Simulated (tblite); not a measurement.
Question: What does the GFN2-xTB structure of `[H]/N=C\[SiH]1OCCCO1` look like in three dimensions?

Answer: 
```xyz
17
C4H9NO2Si angstrom
N      3.3063    0.8459    0.8829
C      2.7333    0.0025    0.1460
Si     0.9989    0.1098   -0.6121
O      0.2595   -1.3387   -0.5002
C     -1.0916   -1.4459   -0.1300
C     -1.8516   -0.1319   -0.2669
C     -1.2123    0.9614    0.5808
O      0.1326    1.1945    0.2471
H      2.7260    1.6517    1.1204
H      3.3432   -0.8591   -0.1188
H      1.0490    0.5325   -2.0138
H     -1.5417   -2.2118   -0.7719
H     -1.1346   -1.7944    0.9096
H     -2.8868   -0.2752    0.0433
H     -1.8308    0.1777   -1.3134
H     -1.2589    0.6849    1.6416
H     -1.7475    1.9079    0.4444
```

Orientation and origin are arbitrary. Atoms count from 1 in this order. Of the pairs four or more bonds apart, Si3···H15 is among the closest relative to their van der Waals radii: 2.92 Å, 88 % of the sum of Bondi's values. The 6-membered ring Si3–O4–C5–C6–C7–O8 has internal angles of 108.3° to 121.5°; it is puckered, 0.24 Å rms from its mean plane, widest ring torsion 58°. Si3 (oxygen-bound silicon) is tetrahedral (angles from 108.2° to 111.6°).

Bonds between heavy atoms (Å): N1=C2 1.258, C2–Si3 1.896, Si3–O4 1.630, O4–C5 1.405, C5–C6 1.524, C6–C7 1.524, C7–O8 1.405, Si3–O8 1.633.

The geometry is computed with GFN2-xTB (gas phase).

Point group: C1 (no symmetry element, even within 0.4 Å). Its GFN2-xTB frequencies are all real (lowest 30 cm⁻¹). One conformer, not necessarily the lowest (N1–C2–Si3–O4 -138°, C2–Si3–O4–C5 138°, Si3–O4–C5–C6 17°, O4–C5–C6–C7 -58°, C5–C6–C7–O8 58°).

On one thread of an Arm Neoverse N1, on a shared host, this took 1.9 s of wall time. That covers the optimisation of the geometry.
